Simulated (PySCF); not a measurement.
**Dipole response of Cl⁺ (chlorine, charge +1)**

[Ne] 3s2 3p4, high-spin 3P determinant. Calculation: PySCF 2.14, in aug-cc-pwCVDZ (6s5p3d, 36 functions); no relativity, point nucleus. Coupled (time-dependent) response in atomic units; α is the mean over directions. A double-zeta set is small for polarisabilities.

```tsv
method	mean α (bohr³)	α xx, yy, zz	C₆ (like pair)	S(−4)
UHF	8.523	8.389, 8.789, 8.389	41.07	16.44
PBE	8.710	8.507, 9.117, 8.507	42.16	17.49
PBE0	8.612	8.435, 8.968, 8.435	41.56	16.90
PW91	8.683	8.480, 9.088, 8.480	41.96	17.38
M06-L	8.897	8.727, 9.236, 8.727	44.38	17.57
```

S(−4) is the Cauchy moment in α(ω) = α(0) + S(−4) ω² + …

α(iu) at M06-L:

```
u (hartree)  α(iu) (bohr³)
          0          8.897
     0.0500          8.853
      0.100          8.725
      0.200          8.253
      0.300          7.584
      0.500          6.063
      0.750          4.405
       1.00          3.213
       1.50          1.844
       2.00          1.176
       3.00         0.6004
       5.00         0.2580
```

For an ion, C₆ is the dispersion term alone; charge-induced terms of lower order in 1/R come first.

The components differ because the open shell of this determinant is not spherical; for a pure term their mean is the scalar polarisability.
